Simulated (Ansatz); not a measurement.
Geometry optimisation, DFT PBE, scalar-relativistic, plane waves, PAW in Ansatz.

input.yaml

```yaml
crystal:
  lattice:
    - [0.0, 5.43, 5.43]
    - [5.43, 0.0, 5.43]
    - [5.43, 5.43, 0.0]
  atoms:
    - { symbol: Si, position: [0.0, 0.0, 0.0] }
    - { symbol: Si, position: [0.125, 0.125, 0.125] }
    - { symbol: Si, position: [0.0, 0.0, 0.5] }
    - { symbol: Si, position: [0.125, 0.125, 0.625] }
    - { symbol: Si, position: [0.0, 0.5, 0.0] }
    - { symbol: Si, position: [0.125, 0.625, 0.125] }
    - { symbol: Si, position: [0.0, 0.5, 0.5] }
    - { symbol: Si, position: [0.125, 0.625, 0.625] }
    - { symbol: Si, position: [0.5, 0.0, 0.0] }
    - { symbol: Si, position: [0.625, 0.125, 0.125] }
    - { symbol: Si, position: [0.5, 0.0, 0.5] }
    - { symbol: Si, position: [0.625, 0.125, 0.625] }
    - { symbol: Si, position: [0.5, 0.5, 0.0] }
    - { symbol: Si, position: [0.625, 0.625, 0.125] }
    - { symbol: Si, position: [0.5, 0.5, 0.5] }
    - { symbol: Si, position: [0.625, 0.625, 0.625] }
    - { symbol: Si, position: [0.80034283, 0.81654616, 0.31592111] }
basis:
  ecutwfc: 420.0
kpoints:
  mp_grid: { grid: [2, 2, 2] }
hamiltonian:
  xc: pbe
  pseudopotentials: { kind: paw, azcp: { folder: soft_1 } }
scf:
  occupations: { method: gaussian, width: 0.02 }
  lower_state_search: "off"
relax:
  f_tol: 0.03
  max_steps: 60
  adjacent_minimum: "off"
```

Command:

```bash
$ ansatz run input.yaml --threads 1 --pin off --max-ram 3072MiB --backend cpu --events-out ev --progress --plain --runs-dir out
```

Problem. Where does it end, and by what steps?

Solution. It converged. The force dipped under the threshold on the way, but the program's further checks kept it going. Limits of this set-up: coarse k mesh. After 10 steps the energy has fallen by 1.036 eV; Si14 moved furthest, 0.48 Å.

| step | energy less start (eV) | largest force component (eV/Å) | accepted |
| --- | --- | --- | --- |
| 0 | 0.0000 | 2.833 | yes |
| 1 | -0.7492 | 1.185 | yes |
| 2 | -0.9996 | 0.128 | yes |
| 3 | -1.0149 | 0.107 | yes |
| 4 | -1.0204 | 0.053 | yes |
| 5 | -0.9743 | 0.278 | no |
| 6 | -1.0293 | 0.030 | yes |
| 7 | -1.0319 | 0.037 | yes |
| 8 | -1.0343 | 0.040 | yes |
| 9 | -1.0356 | 0.025 | yes |
| 10 | -1.0356 | 0.025 | yes |

```xyz
17
Lattice="0.0000 5.4300 5.4300 5.4300 0.0000 5.4300 5.4300 5.4300 0.0000" Properties=species:S:1:pos:R:3
Si -0.057 -0.062 0.038
Si 1.306 1.302 1.338
Si 2.592 2.585 -0.129
Si 3.948 3.942 1.227
Si 2.654 0.060 2.776
Si 3.912 1.456 4.171
Si 5.373 2.753 2.654
Si 6.736 4.053 4.017
Si 0.066 2.651 2.776
Si 1.463 3.910 4.170
Si 2.758 5.367 2.652
Si 4.060 6.731 4.016
Si 2.965 2.959 5.675
Si 4.354 4.349 7.065
Si 5.496 5.491 5.367
Si 6.893 6.885 6.625
Si 5.931 5.927 8.642
```

The run took 57 s on 1 thread of Arm Neoverse V2 (shared host), peak memory 0.5 GiB.
